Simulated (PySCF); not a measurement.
borazine (B3H6N3), SMILES B1NBNBN1. Atoms are numbered in the order given.

```xyz
12

B      1.4488     0.0000     0.0000
N      0.7046     1.2204     0.0000
B     -0.7244     1.2547     0.0000
N     -1.4092     0.0000     0.0000
B     -0.7244    -1.2547     0.0000
N      0.7046    -1.2204     0.0000
H      2.6559     0.0000     0.0000
H      1.2111     2.0977     0.0000
H     -1.3280     2.3001     0.0000
H     -2.4222     0.0000     0.0000
H     -1.3280    -2.3001     0.0000
H      1.2111    -2.0977     0.0000
```

Geometry optimised at B3LYP-D3(BJ)/def2-SVP.

All values below come from PySCF with KT2/pcSseg-1.

GIAO shieldings, no solvent; atoms alike by connectivity are averaged. δ = σ(ref) − σ: ¹¹B against BF3 (σ = 89.8 ppm); ¹⁵N against NH3 (σ = 266.2 ppm); ¹H against TMS (σ = 31.47 ppm), references at their B3LYP-D3(BJ)/def2-TZVP geometries, non-relativistic.

| atoms | nucleus | count | δ (ppm) |
|---|---|---|---|
| B1, B3, B5 | ¹¹B | 3 | [?] |
| N2, N4, N6 | ¹⁵N | 3 | 149.1 |
| H8, H10, H12 | ¹H | 3 | [?] |
| H7, H9, H11 | ¹H | 3 | 4.95 |

Problem. Fill in the missing entries. (An estimate is asked for; the answer gives what the named calculation found.)

Solution. 
- B1, B3, B5, δ (ppm): 13.0
- H8, H10, H12, δ (ppm): 6.05
